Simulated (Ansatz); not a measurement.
Ansatz results at the PBE0-D4/def2-TZVP geometry: size of the dipole moment (ωB97M-V/def2-TZVPP) 3.35 D; zero-point energy (PBE0-D4/def2-TZVP) 126.2 kJ/mol; ideal-gas entropy at 298 K and 1 bar (rigid rotor, harmonic PBE0-D4/def2-TZVP) 354 J/(mol·K).

Each molecule was computed in one conformer, which needn't be the lowest.

Problem. Which molecule gave them?
A. `[NH2][Ga][OH]`•
B. `C[S][GeH][F]`•
C. `[CH2]F`•
D. `[SiH3][O][In][Cl]`•

Solution. B. The others give `[CH2]F`•: 1.27, 64.8, 236; `[SiH3][O][In][Cl]`•: 2.58, 77.3, 392; `[NH2][Ga][OH]`•: 2.06, 98.8, 306.
